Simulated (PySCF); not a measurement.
C₄H₈ClSi (doublet state).
Cartesian coordinates in Å at the GFN2-xTB level; atoms count from 1:
```
atom  x, y, z in Å
C1    -2.4888   -0.3361   -0.4567
C2    -1.6268   -0.4052    0.5423
C3    -0.1610   -0.5424    0.3527
Cl4    0.2549   -2.3047    0.9300
C5     0.6546    0.3411    1.1554
Si6    2.3382    0.9397    0.6431
H7    -2.1713   -0.3848   -1.4853
H8    -3.5457   -0.2255   -0.2860
H9    -1.9587   -0.3609    1.5705
H10    0.1238   -0.5674   -0.6986
H11    0.2799    0.5419    2.1496
H12    2.6382    2.1349    1.4309
H13    3.3650   -0.0814    0.8790
H14    2.2971    1.2503   -0.7889
```

The hyperfine couplings belong to this conformer and change with its torsions.

Identity: `[CH]([SiH3])[C@@H](Cl)C=C` [radical].

The calculation used UKS B3LYP, pcH-1 on C Cl H Si, non-relativistic, mean-field spin-orbit, GIAO (PySCF). Isolated species at its GFN2-xTB geometry (one conformer only). Couplings are sensitive to structure, and on GFN2-xTB geometries they can be far from those on DFT ones. The SCF solution wasn't tested for stability.

Problem. What is the g tensor, term by term?

Solution. 
```json
{"Δg (ppm)": "relativistic mass correction", "1": "-167", "2": "-167", "3": "-167"}
{"Δg (ppm)": "gauge correction", "1": "16", "2": "12", "3": "23"}
{"Δg (ppm)": "orbital Zeeman/spin–orbit", "1": "-390", "2": "106", "3": "3780"}
{"Δg (ppm)": "total", "1": "-541", "2": "-48", "3": "3635"}
```

So g = 2.00178, 2.00227, 2.00595 and g_iso = 2.00333; the tensor is close to axial: the two nearest values differ by 12 % of g3 − g1. 

Problem. What effective moment and Curie constant follow for a powder?

Solution. With the mean of g² = 4.0134 and S(S+1) = 0.75: μ_eff = √(⟨g²⟩S(S+1)) = 1.735 μB and χT = 0.12505·⟨g²⟩·S(S+1) = 0.376 cm³ K/mol (cgs; spin-Hamiltonian part alone).

Problem. Average each term over the three axes. Which is largest in size?

Solution. The orbital-Zeeman/spin–orbit term 1165, the mass correction -167 and the gauge correction 17 ppm, for a total of 1016 ppm. The orbital-Zeeman/spin–orbit term is the largest in size. The mass correction is the same along every axis, so the anisotropy comes from the other two: their spans along these axes are 10 (gauge) and 4170 ppm (orbital Zeeman/spin–orbit).

Problem. In a frozen sample, at which fields do the three g values resonate at 9.5, 34, 94 and 263 GHz (hyperfine left aside), and which band first spreads them over more than twice a line width of 1.0 mT?

Solution. 
```
band    GHz  B(g3) mT  B(g2) mT  B(g1) mT  spread mT
   X    9.5    338.37    338.99    339.08       0.71
   Q   34.0   1211.01   1213.23   1213.53       2.53
   W   94.0   3348.08   3354.23   3355.06       6.98
   J  263.0   9367.49   9384.72   9387.03      19.54
```

The spread grows in proportion to the frequency. Q band is the first where it exceeds 2.0 mT.

The largest Mulliken spin populations are on C5 (+0.92), Cl4 (+0.15) and C3 (-0.07). The angles at C5 add up to 359.6°, so it is planar; its axial dipolar tensor and the negative coupling of its proton fit spin in a p orbital normal to that plane.

The HOMO–LUMO gaps are 5.66 eV among the α and 4.39 eV among the β orbitals.
